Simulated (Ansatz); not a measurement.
`F[Si](Br)(Br)Br` at its PBE0-D4/def2-TZVP geometry, where that method's forces vanish. The species carries charge 0 and has multiplicity 1.

```xyz
5

F    -1.4856    0.4540    0.6099
Si   -0.0802    0.0245    0.0329
Br   -0.2598   -2.0096   -0.7414
Br    0.4515    1.4194   -1.5611
Br    1.3741    0.1118    1.6598
```

Task: What forces (eV/Å) does PBE-D4/def2-TZVPP give on these atoms in Ansatz? (Best estimate.)

Result: The calculation gave: 
```
F1  -0.656  0.200  0.269
Si2  0.377 -0.115 -0.155
Br3 -0.027 -0.312 -0.119
Br4  0.082  0.214 -0.245
Br5  0.224  0.013  0.249
```
